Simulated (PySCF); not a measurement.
What builds the third ionisation energy along group 15

All values are computed (PySCF 2.14, energy differences of UHF-based or UKS calculations, no spin-orbit coupling). Each column adds one step, in eV (sums use unrounded values): valence MP2, valence CCSD, valence triples, then the next inner shell at CCSD(T) (N 1s, P 2s 2p, As 3s 3p 3d, Sb 4s 4p 4d, Bi 5s 5p 5d). References (NIST) marked * lie between the lowest fine-structure levels; the others compare directly ((s) semi-empirical, (t) theoretical).

| element | UHF | + MP2 | + CCSD | + (T) | + inner shell | sum | reference |
| --- | --- | --- | --- | --- | --- | --- | --- |
| N [He] 2s2 2p1 → [He] 2s2 (x2c-TZVPPall, spin-free X2C) | 47.293 | 0.169 | -0.251 | 0.028 | 0.026 | 47.264 | 47.445 (s) * |
| P [Ne] 3s2 3p1 → [Ne] 3s2 (x2c-TZVPPall, spin-free X2C) | 29.577 | 0.286 | 0.129 | 0.028 | 0.006 | 30.026 | 30.203 * |
| As [Ar] 3d10 4s2 4p1 → [Ar] 3d10 4s2 (x2c-TZVPPall, spin-free X2C) | 27.391 | 0.262 | 0.086 | 0.019 | 0.109 | 27.867 | 28.349 ± 0.012 * |
| Sb [Kr] 4d10 5s2 5p1 → [Kr] 4d10 5s2 (x2c-TZVPPall, spin-free X2C) | 24.098 | 0.203 | 0.063 | 0.015 | 0.170 | 24.549 | 25.323 * |
| Bi [Xe] 4f14 5d10 6s2 6p1 → [Xe] 4f14 5d10 6s2 (x2c-TZVPPall, spin-free X2C) | 23.094 | 0.185 | 0.051 | 0.009 | 0.154 | 23.493 | 25.571 * |

What remains against the references is mostly basis incompleteness and, for starred values, spin-orbit coupling.

These are valence bases, so the inner-shell step is incomplete.
